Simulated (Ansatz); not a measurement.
`N=C=[CH][GaH2]` and `CC=C=N` differ in one atom or group.

Ansatz, PBE0-D4/def2-TZVP geometries, multiplicity 1. Each molecule was computed in one conformer, which needn't be the lowest.

Scalar relativity is left out up to krypton.

```json
{"property": "HOMO–LUMO gap (ωB97M-V/def2-TZVPP) / eV", "`N=C=[CH][GaH2]`": "9.45"}
{"property": "LUMO energy (B3LYP/def2-TZVPP) / eV", "`N=C=[CH][GaH2]`": "-1.77"}
{"property": "LUMO energy (ωB97M-V/def2-TZVPP) / eV", "`N=C=[CH][GaH2]`": "0.20"}
{"property": "LUMO energy (PBE0/def2-TZVPP) / eV", "`N=C=[CH][GaH2]`": "-1.51"}
{"property": "HOMO–LUMO gap (PBE/def2-TZVPP) / eV", "`N=C=[CH][GaH2]`": "3.75"}
{"property": "LUMO energy (PBE/def2-TZVPP) / eV", "`N=C=[CH][GaH2]`": "-2.28"}
```

(1) What does the change do to each property? (An estimate is asked.)

Answers

(1) Ansatz gave: 
```csv
property,`CC=C=N`,shift
HOMO–LUMO gap (ωB97M-V/def2-TZVPP) / eV,10.77,1.32
LUMO energy (B3LYP/def2-TZVPP) / eV,-0.30,1.47
LUMO energy (ωB97M-V/def2-TZVPP) / eV,2.08,1.88
LUMO energy (PBE0/def2-TZVPP) / eV,-0.03,1.48
HOMO–LUMO gap (PBE/def2-TZVPP) / eV,4.20,0.45
LUMO energy (PBE/def2-TZVPP) / eV,-1.12,1.16
```

With PBE0 the HOMO rises by 0.63 eV and the LUMO rises by 1.48 eV, so the gap widens by about 0.85 eV. PBE moves the HOMO by 0.71 eV and ωB97M-V by 0.57 eV. The zero-point energy changes by 65.1 kJ/mol with +3 modes.

B3LYP here is the variant with VWN-RPA as its local correlation; programs differ in this.
